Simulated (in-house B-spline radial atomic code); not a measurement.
**Ionising Cu8+ with different functionals**

Computed with a radial B-spline atomic code at the basis-set limit: four-component Dirac-Coulomb Hamiltonian, Fermi nucleus of rms radius 3.8823 fm, spin-restricted, spherical fractional occupations for the functionals. The ionisation energy is the difference of two self-consistent energies, [Ar] 3d3 → [Ar] 3d2, without Breit or QED terms; ε is the level of the shell that loses the electron (mean over j). The electron is taken from both j subshells in proportion to 2j + 1, so the result is a j average, not the step between ground levels.

Hybrids are left out here: with spherical fractional occupations of an open shell their exact exchange keeps a self-interaction that integer-occupation calculations don't have.

```tsv
method	rung	ΔSCF (eV)	-ε(3d) (eV)
LDA VWN5	LDA	197.25	181.26
relativistic LDA	LDA	197.28	181.29
LDA PW92	LDA	197.24	181.25
LDA exchange-only	LDA	195.04	179.07
PBE	GGA	196.91	180.94
PBEsol	GGA	196.87	180.89
BLYP	GGA	196.86	180.87
RPBE	GGA	196.83	180.86
PW91	GGA	197.11	181.13
BP86	GGA	197.01	181.02
AM05	GGA	196.93	180.94
OLYP	GGA	197.60	181.61
```

(1) How do they compare with the NIST value?

## Answers

(1) NIST lists 198 eV ± 2.2 (tabulated theory, ground level to ground level). Errors run from -2.96 to -0.40 eV; all lie within about twice that uncertainty, so the table can't rank the methods.
